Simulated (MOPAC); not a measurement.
MOPAC input (PM7):

```
PM7 PRECISE GNORM=0.05 LET XYZ UHF MS=0.5 GEO-OK AUX(PRECISION=9) THREADS=1
C5H7Si

Si    2.09564600 1    0.13034500 1    0.01705500 1
C     0.24683900 1    0.08122200 1    0.04829800 1
C    -0.60784800 1    0.90437500 1    0.65716700 1
C    -2.01126100 1    0.58085900 1    0.47973900 1
C    -2.05129700 1   -0.52036800 1   -0.29271900 1
C    -0.65205300 1   -0.94697600 1   -0.64228900 1
H     2.57748700 1    1.28242600 1    0.80953500 1
H     2.65934500 1   -1.12352700 1    0.57707800 1
H     2.58981600 1    0.25010600 1   -1.37758900 1
H    -2.84585300 1    1.12569900 1    0.89231000 1
H    -2.93777400 1   -1.04069100 1   -0.62684100 1
H    -0.43860500 1   -1.96183000 1   -0.28851300 1
H    -0.48973500 1   -0.95169300 1   -1.72592900 1
```

Output:

```
 *******************************************************************************
 **                                                                           **
 **                              MOPAC v23.2.5                                **
 **                                                                           **
 *******************************************************************************
 ** MOPAC's Digital Object Identifier: https://doi.org/10.5281/zenodo.6511958 **
 **                                                                           **
 ** Please cite the open-source release paper for use of this MOPAC version:  **
 ** J. E. Moussa and J. J. P. Stewart (2026)                                  **
 ** MOPAC: An open-source semiempirical molecular orbital program             **
 ** J. Open Source Softw., 11(119), 8025, https://doi.org/10.21105/joss.08025 **
 *******************************************************************************

                              PM7 CALCULATION RESULTS

 *******************************************************************************
 *  PM7        - The PM7 Hamiltonian to be used
 *  GEO-OK     - OVERRIDE INTERATOMIC DISTANCE AND OTHER SAFETY CHECKS
 *  UHF        - UNRESTRICTED HARTREE-FOCK CALCULATION
 *  MS=        - IN MECI, MAGNETIC COMPONENT OF SPIN =  0.5
 *  LET        - OVERRIDE SOME SAFETY CHECKS
 *  PRECISE    - TIGHTER CRITERIA TO BE USED
 *  XYZ        - CARTESIAN COORDINATE SYSTEM TO BE USED
 *  GNORM      - EXIT WHEN GRADIENT NORM DROPS BELOW 0.050
 *  AUX        - OUTPUT AUXILIARY INFORMATION
 *******************************************************************************
PM7 PRECISE GNORM=0.05 LET XYZ UHF MS=0.5 GEO-OK AUX(PRECISION=9) THREADS=1
 C5H7Si

   ATOM   CHEMICAL          X               Y               Z
  NUMBER   SYMBOL      (ANGSTROMS)     (ANGSTROMS)     (ANGSTROMS)

     1      Si          2.09564600  *   0.13034500  *   0.01705500  *
     2       C          0.24683900  *   0.08122200  *   0.04829800  *
     3       C         -0.60784800  *   0.90437500  *   0.65716700  *
     4       C         -2.01126100  *   0.58085900  *   0.47973900  *
     5       C         -2.05129700  *  -0.52036800  *  -0.29271900  *
     6       C         -0.65205300  *  -0.94697600  *  -0.64228900  *
     7       H          2.57748700  *   1.28242600  *   0.80953500  *
     8       H          2.65934500  *  -1.12352700  *   0.57707800  *
     9       H          2.58981600  *   0.25010600  *  -1.37758900  *
    10       H         -2.84585300  *   1.12569900  *   0.89231000  *
    11       H         -2.93777400  *  -1.04069100  *  -0.62684100  *
    12       H         -0.43860500  *  -1.96183000  *  -0.28851300  *
    13       H         -0.48973500  *  -0.95169300  *  -1.72592900  *

          CARTESIAN COORDINATES

    NO.       ATOM           X           Y           Z

     1        Si          2.0956      0.1303      0.0171
     2         C          0.2468      0.0812      0.0483
     3         C         -0.6078      0.9044      0.6572
     4         C         -2.0113      0.5809      0.4797
     5         C         -2.0513     -0.5204     -0.2927
     6         C         -0.6521     -0.9470     -0.6423
     7         H          2.5775      1.2824      0.8095
     8         H          2.6593     -1.1235      0.5771
     9         H          2.5898      0.2501     -1.3776
    10         H         -2.8459      1.1257      0.8923
    11         H         -2.9378     -1.0407     -0.6268
    12         H         -0.4386     -1.9618     -0.2885
    13         H         -0.4897     -0.9517     -1.7259

 General Reference for PM7:
 "Optimization of Parameters for Semiempirical Methods VI: More Modifications to the
 NDDO Approximations and Re-optimization of Parameters", J. J. P. Stewart, J. Mol. Mod., 1:32, 19 (2013)
 https://link.springer.com/article/10.1007/s00894-012-1667-x

           Empirical Formula: C5 H7 Si  =    13 atoms

      MOLECULAR POINT GROUP   :   Cs

          UHF CALCULATION, NO. OF ALPHA ELECTRONS =   16
                           NO. OF BETA  ELECTRONS =   15

          Geometry optimization using EF

          DIAGONAL MATRIX USED AS START HESSIAN

 CYCLE:     1  GRAD.:    58.753 HEAT:  88.00636
 CYCLE:     2  GRAD.:   232.286 HEAT:  102.8260
 CYCLE:     3  GRAD.:   427.405 HEAT:  106.0565
 CYCLE:     4  GRAD.:   385.436 HEAT:  104.1465
 CYCLE:     5  GRAD.:   240.142 HEAT:  111.7713
 CYCLE:     6  GRAD.:   517.221 HEAT:  127.9708
 CYCLE:     7  GRAD.:   380.463 HEAT:  101.3214
 CYCLE:     8  GRAD.:   316.271 HEAT:  113.6641
 CYCLE:     9  GRAD.:   298.758 HEAT:  115.8107
 CYCLE:    10  GRAD.:   368.446 HEAT:  102.1764
 CYCLE:    11  GRAD.:   253.864 HEAT:  95.87586
 CYCLE:    12  GRAD.:   316.674 HEAT:  112.6526
 CYCLE:    13  GRAD.:   180.840 HEAT:  96.32607
 CYCLE:    14  GRAD.:   616.053 HEAT:  123.5111
 CYCLE:    15  GRAD.:   142.771 HEAT:  93.35443
 CYCLE:    16  GRAD.:   232.362 HEAT:  103.4968
 CYCLE:    17  GRAD.:   159.687 HEAT:  94.41571
 CYCLE:    18  GRAD.:   304.778 HEAT:  100.0892
 CYCLE:    19  GRAD.:    94.949 HEAT:  88.28293
 CYCLE:    20  GRAD.:   107.480 HEAT:  91.00006
 CYCLE:    21  GRAD.:    45.205 HEAT:  86.08749
 CYCLE:    22  GRAD.:    76.788 HEAT:  88.94354
 CYCLE:    23  GRAD.:    16.253 HEAT:  85.60065
 CYCLE:    24  GRAD.:    10.992 HEAT:  85.57514
 CYCLE:    25  GRAD.:     4.510 HEAT:  85.53218
 CYCLE:    26  GRAD.:     6.040 HEAT:  85.53907
 CYCLE:    27  GRAD.:     1.916 HEAT:  85.52035
 CYCLE:    28  GRAD.:     3.740 HEAT:  85.52218
 CYCLE:    29  GRAD.:     2.843 HEAT:  85.51825
 CYCLE:    30  GRAD.:     1.802 HEAT:  85.51398
 CYCLE:    31  GRAD.:     0.870 HEAT:  85.51035
 CYCLE:    32  GRAD.:     0.978 HEAT:  85.50596
 CYCLE:    33  GRAD.:     0.865 HEAT:  85.50276
 CYCLE:    34  GRAD.:     0.694 HEAT:  85.50213
 CYCLE:    35  GRAD.:     0.624 HEAT:  85.50198
 CYCLE:    36  GRAD.:     0.366 HEAT:  85.50177
 CYCLE:    37  GRAD.:     0.284 HEAT:  85.50174
 CYCLE:    38  GRAD.:     0.054 HEAT:  85.50165
 CYCLE:    39  GRAD.:     0.037 HEAT:  85.50164

     GRADIENT =  0.03717 IS LESS THAN CUTOFF =  0.05000

 -------------------------------------------------------------------------------
 PM7 PRECISE GNORM=0.05 LET XYZ UHF MS=0.5 GEO-OK AUX(PRECISION=9) THREADS=1
 C5H7Si

     GEOMETRY OPTIMISED USING EIGENVECTOR FOLLOWING (EF).
     SCF FIELD WAS ACHIEVED

                              PM7 CALCULATION
                                                       MOPAC v23.2.5 Linux

          FINAL HEAT OF FORMATION =         85.50164 KCAL/MOL =     357.73887 KJ/MOL

          COSMO AREA              =        145.25 SQUARE ANGSTROMS
          COSMO VOLUME            =        140.44 CUBIC ANGSTROMS

          GRADIENT NORM           =          0.03717          =       0.01031 PER ATOM
          IONIZATION POTENTIAL    =          9.542935 EV
          ALPHA SOMO LUMO (EV)    =         -9.543 -0.058
          BETA  SOMO LUMO (EV)    =         -9.549  0.044
          NO. OF ALPHA ELECTRONS  =         16
          NO. OF BETA  ELECTRONS  =         15
          MOLECULAR WEIGHT        =         95.1958         POINT GROUP:  Cs

          MOLECULAR DIMENSIONS (Angstroms)

            Atom       Atom       Distance
            H    11    H     7     6.06353
            H    10    H     9     4.38974
            H     8    H     9     2.27051

          SCF CALCULATIONS        =         40

   ATOM   CHEMICAL          X               Y               Z
  NUMBER   SYMBOL      (ANGSTROMS)     (ANGSTROMS)     (ANGSTROMS)

     1      Si          2.05737468  *   0.14583218  *   0.02929980  *
     2       C          0.27304874  *   0.05153918  *   0.02648628  *
     3       C         -0.58278453  *   0.87187019  *   0.63345842  *
     4       C         -1.98221361  *   0.60497562  *   0.49564452  *
     5       C         -2.04892474  *  -0.50716228  *  -0.28353188  *
     6       C         -0.64882040  *  -0.97380543  *  -0.66124814  *
     7       H          2.49609338  *   1.28855524  *   0.81672919  *
     8       H          2.63615341  *  -1.06248517  *   0.60061290  *
     9       H          2.56757959  *   0.29215578  *  -1.32704699  *
    10       H         -2.77368380  *   1.18206826  *   0.92935586  *
    11       H         -2.91668011  *  -1.03422164  *  -0.62304380  *
    12       H         -0.46878754  *  -2.00608567  *  -0.30455839  *
    13       H         -0.52059014  *  -0.98279566  *  -1.76066886  *

                             CARTESIAN COORDINATES

   1   Si        2.057374678     0.145832183     0.029299804
   2    C        0.273048740     0.051539182     0.026486285
   3    C       -0.582784528     0.871870186     0.633458419
   4    C       -1.982213613     0.604975619     0.495644516
   5    C       -2.048924744    -0.507162281    -0.283531876
   6    C       -0.648820400    -0.973805432    -0.661248139
   7    H        2.496093375     1.288555237     0.816729193
   8    H        2.636153405    -1.062485166     0.600612898
   9    H        2.567579590     0.292155778    -1.327046986
  10    H       -2.773683798     1.182068257     0.929355863
  11    H       -2.916680110    -1.034221641    -0.623043796
  12    H       -0.468787544    -2.006085675    -0.304558393
  13    H       -0.520590145    -0.982795663    -1.760668858

           Empirical Formula: C5 H7 Si  =    13 atoms

      MOLECULAR POINT GROUP   :   Cs

          ALPHA EIGENVALUES
 -31.12213 -24.87022 -24.03254 -19.45883 -18.69916 -16.61184 -16.09164 -15.36600
 -13.44576 -13.11340 -12.57571 -12.19290 -12.16142 -11.41720  -9.90182  -9.54294
  -0.05839   1.58498   2.02235   2.62628   2.88095   3.50282   3.88700   4.59647
   5.25780   5.47927   5.75677   5.84828   5.99189   6.22657   8.35389  21.30293
  21.30379  22.13190  22.13449  22.59687

           BETA EIGENVALUES
 -31.06738 -24.82883 -23.79816 -19.37441 -18.68906 -16.13818 -15.87308 -15.34121
 -13.36016 -12.99824 -12.60463 -12.13981 -12.11681 -11.25277  -9.54872   0.04445
   0.19619   1.92025   2.01259   2.64739   2.84937   3.56314   4.00832   4.79155
   5.26834   5.59807   5.73236   5.90661   6.00180   6.28519   8.34679  21.30031
  21.31023  22.10762  22.13412  22.59474

              NET ATOMIC CHARGES AND DIPOLE CONTRIBUTIONS

  ATOM NO.   TYPE          CHARGE      No. of ELECS.   s-Pop       p-Pop       d-Pop
    1         Si           0.058468        3.9415     0.89819     2.90592     0.13742
    2          C          -0.308017        4.3080     1.10595     3.20207
    3          C           0.066755        3.9332     1.22016     2.71309
    4          C          -0.208221        4.2082     1.09073     3.11749
    5          C          -0.129464        4.1295     1.10713     3.02233
    6          C          -0.251572        4.2516     1.06144     3.19014
    7          H           0.038210        0.9618     0.96179
    8          H           0.032948        0.9671     0.96705
    9          H           0.032948        0.9671     0.96705
   10          H           0.171074        0.8289     0.82893
   11          H           0.154695        0.8453     0.84531
   12          H           0.171088        0.8289     0.82891
   13          H           0.171088        0.8289     0.82891
 DIPOLE           X         Y         Z       TOTAL
 POINT-CHG.     0.050    -1.007    -0.710     1.233
 HYBRID        -0.954    -0.204    -0.109     0.982
 SUM           -0.905    -1.211    -0.819     1.719

          ATOMIC ORBITAL ELECTRON POPULATIONS

     Atom    s        px        py        pz      x^2-y^2     xz        z^2       yz        xy
    1 Si   0.89819   0.82071   1.04301   1.04221   0.03360   0.02923   0.02470   0.01955   0.03034
    2  C   1.10595   1.10109   1.02429   1.07669
    3  C   1.22016   0.92230   0.89775   0.89303
    4  C   1.09073   1.04648   1.03130   1.03972
    5  C   1.10713   1.03189   1.00210   0.98834
    6  C   1.06144   0.98392   1.08497   1.12124
    7  H   0.96179
    8  H   0.96705
    9  H   0.96705
   10  H   0.82893
   11  H   0.84531
   12  H   0.82891
   13  H   0.82891

                    (SZ)    =    0.500000
                    (S**2)  =    0.802700

          ATOMIC ORBITAL SPIN POPULATIONS

    Atom   Total    s     px     py     pz   x^2-y^2  xz     z^2    yz     xy
         Atomic
    1 Si  0.0158  0.002  0.011  0.003  0.003 -0.000 -0.002 -0.000  0.000 -0.001
    2  C -0.2134 -0.003 -0.014 -0.068 -0.128
    3  C  1.0845  0.155  0.090  0.509  0.330
    4  C -0.0911  0.001  0.001 -0.032 -0.062
    5  C  0.1486  0.011  0.004  0.050  0.083
    6  C  0.0704  0.013  0.011  0.031  0.015
    7  H -0.0010 -0.001
    8  H -0.0049 -0.005
    9  H -0.0049 -0.005
   10  H  0.0044  0.004
   11  H -0.0017 -0.002
   12  H -0.0033 -0.003
   13  H -0.0033 -0.003

 **********************
 *                    *
 * JOB ENDED NORMALLY *
 *                    *
 **********************

 == MOPAC DONE ==
```

The geometry given is a B3LYP-D3(BJ)/def2-TZVP minimum.
